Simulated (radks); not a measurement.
Polarisability of neutral technetium, [Kr] 4d5 5s2, at imaginary frequency. Method: non-relativistic Kohn-Sham, PBE, spin-polarised, spherical densities, point nucleus; open shells are filled with parallel spins first (spin-orbit coupling, left out, can overturn this in heavy ions); relativity is left out, which matters for an element this heavy; computed with a radial shooting solver on a logarithmic mesh with Libxc functionals. Response by self-consistent Sternheimer equations with the Hartree and adiabatic LDA kernel.

w (hartree)  alpha1(iw) (bohr^3)
0.00266                    90.65
0.0143                     89.78
0.0360                     85.34
0.0697                     74.19
0.118                      57.23
0.186                      39.74
0.280                      25.95
0.413                      16.58
0.605                      10.52
0.892                      6.560
1.35                       3.889
2.12                       2.070
3.59                      0.9151
6.94                      0.3106
17.5                     0.07051

Static values: alpha1 = 90.68 bohr^3 (13.44 angstrom^3; uncoupled 174.1). C6 = 1049, triple-dipole C9 = 66190 atomic units. One-pole (London) frequency 4 C6 / (3 alpha1^2) = 0.170 hartree, against 0.150 for minus the highest occupied eigenvalue. Recommended static value: 79 bohr^3 (Schwerdtfeger and Nagle, 2023 table).
